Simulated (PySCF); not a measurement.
## Correlation energy of F- (fluorine, charge -1)

[Ne], closed-shell 1S. All numbers are calculated (PySCF 2.14, scalar relativity by spin-free X2C-1e, in x2c-TZVPPall with one added diffuse shell each of s, p, d type (6s4p3d1f, 40 functions)). Frozen: nothing; 10 electrons correlated.

```
  level  correlation energy (mhartree)
   CCSD                        -301.59
    (T)                          -9.67
CCSD(T)                        -311.26
```

Diagnostics: T1 = 0.019, D1 = 0.0345, largest double amplitude 0.036.

Cost of the coupled-cluster step: roughly 0.5 core-seconds, for 10 correlated electrons.

This basis was not built for core-valence correlation, so the inner-shell part is incomplete.
